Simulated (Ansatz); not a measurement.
Born–Oppenheimer molecular dynamics of C₂H₈FNSi₂ (14 atoms, charge 0, multiplicity 1). It starts from a relaxed structure.

All numbers below come from RKS PBE-D4/STO-3G in Ansatz.

| Property | Result |
| --- | --- |
| ensemble | NVE (velocity Verlet) |
| time step | 0.5 fs |
| steps asked | 250 |
| starting velocities drawn for | 1000 K |
| seed | 918503 |

First frame:

```xyz
14
Properties=species:S:1:pos:R:3
N -2.628 1.597 -0.526
C -1.192 1.371 -0.374
C -0.635 0.131 -0.559
F -1.520 -0.933 -0.727
Si 1.219 -0.201 -0.578
Si 1.861 -1.599 1.076
H -3.066 0.627 -0.435
H -2.977 2.140 0.323
H -0.579 2.275 -0.226
H 1.875 1.094 -0.449
H 1.594 -0.761 -1.872
H 1.515 -1.063 2.384
H 1.220 -2.899 0.942
H 3.301 -1.809 1.048
```

How far do the bonds stretch over the last three quarters of this one trajectory? (Pairs bonded in most of those frames.)


```csv
bond,mean (Å),spread (Å),shortest,longest
N1–C2,1.477,0.025,1.44,1.53
N1–H7,1.078,0.037,1.01,1.14
N1–H8,1.076,0.032,1.02,1.13
C2–C3,1.390,0.058,1.30,1.48
C2–H9,1.109,0.032,1.06,1.17
C3–F4,1.402,0.028,1.32,1.45
C3–Si5,1.907,0.045,1.82,2.00
Si5–Si6,2.265,0.024,2.23,2.32
Si5–H10,1.461,0.026,1.42,1.50
Si5–H11,1.471,0.062,1.38,1.56
Si6–H12,1.458,0.017,1.43,1.48
Si6–H13,1.458,0.012,1.44,1.48
Si6–H14,1.457,0.007,1.44,1.47
```

Mean temperature of the second half: 520 K. The conserved energy stayed within 0.39 meV per atom of its start (net change 0.14 meV per atom), so the integration is sound. The temperature averaged 0.52 of the 1000 K drawn at the start: a run that starts near a minimum puts about half its kinetic energy into the potential. A run of 0.12 ps of so small a system gives no equilibrium averages. Limits of this set-up: minimal basis.

The run took 10 min on 1 thread of Arm Neoverse V1 (shared host), peak memory 0.091 GiB.
